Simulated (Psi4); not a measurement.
A dimer, HF ··· F- (SMILES F and [F-]) (charge -1); the first 2 atoms form monomer A.

```
3

F      0.4622     0.0000     0.0000
H     -0.4622     0.0000     0.0000
F     -1.8045     0.0000     0.0000
```

**Question.** What interaction energy does Psi4 with SAPT0/jun-cc-pVDZ, frozen core give, and which attractive term is the largest?

**Answer.** Total -40.57 kcal/mol: electrostatics -56.39, exchange 43.16, induction -23.70, dispersion -3.64. The most attractive term is electrostatics.
